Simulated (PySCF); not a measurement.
Radial density of Ag²⁺ (silver, charge +2)

M06-L, [Kr] 4d9, 2D determinant. All numbers are calculated (PySCF 2.14, scalar relativity through the core potential, in cc-pVDZ-PP with ECP28MDF (4s4p3d1f, 38 functions)). This is the valence pseudo-density: the core potential removes the inner electrons and smooths the orbitals near the nucleus.

```csv
r (bohr),4πr²ρ (e/bohr),4πr²(ρα − ρβ)
0.0201,1.295e-05,0.0000
0.0338,3.291e-05,0.0000
0.0568,8.604e-05,0.0000
0.0955,0.0004748,0.0000
0.161,0.006145,0.0005
0.270,0.1086,0.0081
0.454,2.527,0.1215
0.764,16.78,0.7224
1.29,11.57,0.7721
2.16,1.675,0.1452
3.64,0.05135,0.0011
6.12,0.0001360,0.0000
```

Energies and moments cover only the electrons outside the core potential.
